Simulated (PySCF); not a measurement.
Excitations are Tamm–Dancoff values on a coarser integration grid. The basis has no diffuse functions, so Rydberg states are missing or too high.

Cartesian coordinates (Å):
```xyz
16

Al    -0.0554     0.0460     0.2554
C     -1.9991     0.3838     0.0908
H     -2.2307     1.2534    -0.5479
H     -2.4347     0.6000     1.0826
H     -2.5525    -0.4821    -0.3111
C      1.1340     1.6030     0.5377
H      0.8733     2.4639    -0.1016
H      2.1978     1.3674     0.3626
H      1.0601     1.9556     1.5819
C      0.5222    -1.7026     0.9817
H      1.5915    -1.9088     0.8039
H     -0.0538    -2.5494     0.5707
H      0.3770    -1.7281     2.0764
C      0.5992    -0.4953    -2.8753
N      0.3681    -0.3039    -1.7668
H      0.8167    -0.6755    -3.9187
```
Charge 0, spin multiplicity 1.

What is the computed total energy, charge on the central atom (Mulliken) and S1 excitation (TDA) (M06-2X/def2-TZVP // PBE0-D3(BJ)/def2-SVP (PySCF))?


```yaml
total_energy: -12397.35 eV
charge on the central atom (Mulliken): 0.52 e
S1 excitation (TDA): 5.31 eV
```
